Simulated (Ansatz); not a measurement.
`C[O][Zn][O]C` + HCl → `C[O][Zn][Cl]` + CH₃OH at 500 K and 1 bar (ligand exchange at a Zn–O bond).

Program: Ansatz. Geometries: PBE0-D4/def2-TZVP. ΔE: electronic, gas phase. CCSD(T)/CBS is the MP2 limit (def2-TZVPP, def2-QZVPP) plus CCSD(T) − MP2 in def2-TZVPP, frozen cores. This one scheme is used for every species. For Zn outer-core shells are correlated without core-valence functions, which leaves a few kJ/mol of doubt a bond. Scalar relativity is left out up to krypton. Each species was taken in one conformer, which may not be the lowest.

| species | CCSD(T)/CBS energy (Eh) | H − E (kJ/mol) | S (J/(mol·K)) |
| --- | --- | --- | --- |
| `C[O][Zn][O]C` | -2008.43989 | 265.1 | 439.8 |
| HCl | -460.38127 | 32.5 | 201.9 |
| `C[O][Zn][Cl]` | -2353.24457 | 147.8 | 380.2 |
| CH₃OH | -115.61712 | 157.0 | 265.4 |

H − E and S are ideal-gas, rigid-rotor, harmonic terms from PBE0-D4/def2-TZVP, for one conformer and one mirror image of each species. 1 Eh = 2625.50 kJ/mol, R = 8.31446 J/(mol·K).

By hand: ΔE, ΔH, ΔS and ΔG.

ΔE = (-2353.24457) + (-115.61712) − (-2008.43989) − (-460.38127) = -0.04053 Eh = -106.4 kJ/mol. Δ(H − E) = 147.8 + 157.0 − 265.1 − 32.5 = 7.2, so ΔH = -99.2 kJ/mol. ΔS = 380.2 + 265.4 − 439.8 − 201.9 = 3.9 J/(mol·K). ΔG = -99.2 − 500 × (3.9)/1000 = -101.2 kJ/mol.

By hand: the equilibrium constant, and the temperature at which ΔG would vanish if ΔH and ΔS stayed fixed.

log₁₀ K = −ΔG/(RT ln 10) = 10.6. ΔH and −TΔS have one sign here, so there is no such temperature.

The number of gas molecules stays the same, so ΔS is small and ΔH decides. A doubt of 5 kJ/mol in ΔE shifts log₁₀ K by 0.5 here. Other conformers and mirror images would add mixing entropy, several J/(mol·K) or more a flexible species. Modes under 60 cm⁻¹, often nearly free rotors, make the harmonic entropy too high. These are equilibria of isolated gas molecules and say nothing of rates. Largest T1 diagnostic: 0.017 (customary marks: 0.02 for closed shells, 0.045 for open ones).

ΔS is within the doubt of such terms, so its sign, and with it that verdict, could turn.
